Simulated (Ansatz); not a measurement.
`O[SiH](O)[SiH](Cl)Cl`. Charge 0, multiplicity 1.

```xyz
10

O     0.5199    1.6040    0.9513
Si   -0.2961    0.8110   -0.2285
O     0.4036    0.8953   -1.7110
Si   -0.2598   -1.4852    0.2512
Cl    1.5926   -1.8422    1.0920
Cl   -1.7108   -1.9319    1.6336
H     1.3432    1.2135    1.2546
H    -1.6455    1.4239   -0.2267
H     0.4674    1.7481   -2.1453
H    -0.4146   -2.4366   -0.8713
```

(1) Give the diagnostics of a CCSD(T)/def2-TZVPP run (frozen core, Ansatz). (Best estimate.)

## Answers

(1) Ansatz gave: T1 = 0.0112, largest single amplitude 0.017, largest double 0.018, (T) share of the correlation energy 3.8 %, 9 CCSD cycles. The RHF solution is stable towards an unrestricted one. T1 lies under the customary mark of 0.02 for closed shells.
